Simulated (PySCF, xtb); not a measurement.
borazine (B₃H₆N₃), SMILES B1NBNBN1.

Coordinates come from a B3LYP-D3(BJ)/def2-SVP optimisation.

Level of theory: C-PCM-M06-2X/def2-SVP run with PySCF.

The values are the electrostatic part of the solvation free energy, E(continuum) − E(gas) at the gas-phase geometry, in a cavity of scaled van der Waals radii (PySCF's table); cavitation and dispersion terms are not included. In vacuum the orbital gap is 10.81 eV. The dipole moment in vacuum is 0.00 D.

```json
[
 {"solvent": "water", "ε": "78.36", "ΔG(elec) (kcal/mol)": "-3.4", "dipole (D)": "0.00", "gap (eV)": "10.74"},
 {"solvent": "chloroform", "ε": "4.71", "ΔG(elec) (kcal/mol)": "-2.7", "dipole (D)": "0.00", "gap (eV)": "10.76"},
 {"solvent": "methanol", "ε": "32.61", "ΔG(elec) (kcal/mol)": "-3.3", "dipole (D)": "0.00", "gap (eV)": "10.74"}
]
```

For comparison, GFN2-xTB/ALPB(water) (xtb, at the GFN2-xTB geometry, all terms of that model) gives -5.1 kcal/mol.
